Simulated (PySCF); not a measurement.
**From computed data to an observable: oscillator strength and radiative lifetime**

C2H8N2Si2, SMILES CC1=N[Si@@H](N)[SiH2]1.

The structure is a stationary point at TPSSh-D3(BJ)/def2-SVP. The structure was generated by enumeration; whether it is a known compound was not checked. The values are those of a single conformer.

PySCF 2.14.0 with TDDFT-PBE0/def2-SVPD puts the first singlet state with f over 0.02 at 6.05 eV (vertical), with the transition dipole (0.058, -0.413, -0.086) in atomic units.

Find the oscillator strength, the wavelength and the radiative lifetime that this transition would have in vacuum if emission retraced absorption.


|μ|² = 0.1813 au, so |μ| = 1.08 D. ΔE = 6.05/27.211 = 0.2223 hartree. f = (2/3) ΔE |μ|² = 0.027 (the program prints 0.027).
λ = 1239.84/6.05 = 205 nm; ν = 48797 cm⁻¹.
Einstein's coefficient A = 0.6670 ν² f s⁻¹ (ν in cm⁻¹) = 4.3e7 s⁻¹, so τ = 1/A = 23 ns. This state is S5; the lower singlets have f = 0.000, 0.001, 0.004, 0.013. The figure is the radiative limit of this one transition; relaxation, internal conversion, crossing to triplets and a medium change what is measured.
